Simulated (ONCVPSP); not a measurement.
## Ranking ONCV potentials for scandium

All share these settings but for the change named:

- Element: Sc
- Generator: ONCVPSP 4.0.1
- Type: optimised norm-conserving Vanderbilt (ONCV)
- Functional: PBE
- Relativity: scalar-relativistic
- Frozen core: [Ne]
- Valence charge: 11
- Reference configuration: 3s2 3p6 3d1 4s1.5 (charge +0.5)
- Partial waves: 3s+4s: rc 1.45 bohr, ncon 4, nbas 7, qcut 6.5 1/bohr, 3 projectors, debl 1.4 Ha; 3p: rc 1.65 bohr, ncon 4, nbas 7, qcut 10.6 1/bohr, 2 projectors, debl 3.9 Ha; 3d: rc 1.70 bohr, ncon 3, nbas 8, qcut 7.6 1/bohr, 3 projectors, debl 2.6 Ha
- Local potential: polynomial inside 1.20 bohr (lpopt 4, dvloc0 -1 Ha)
- Core correction: Teter function, fcfact 2.25, rcfact 1.25

Test errors are all-electron minus pseudo excitation energies from the reference, over 3s2 3p6 3d1 4s2; 3s2 3p6 3d1 4s1; 3s2 3p6 3d1 4s0; 3s2 3p6 3d1 4s0 4p2. None of these files shows a bound ghost.

The base gives 1.5 meV.

Of 12 variants that were run, those that failed, showed a ghost or another fault, or gave nearly equal values are left out.

A variant can come out equal or close to the base, since the largest error may sit in a test that the change hardly touches while other tests move.

(1) Rank these variants by their largest absolute test error, smallest first.
A. p: nproj 1
B. p: qcut 10.5
C. functional Wu-Cohen

Results:

(1) C (1.3 meV), B (1.5 meV), A (20.1 meV).
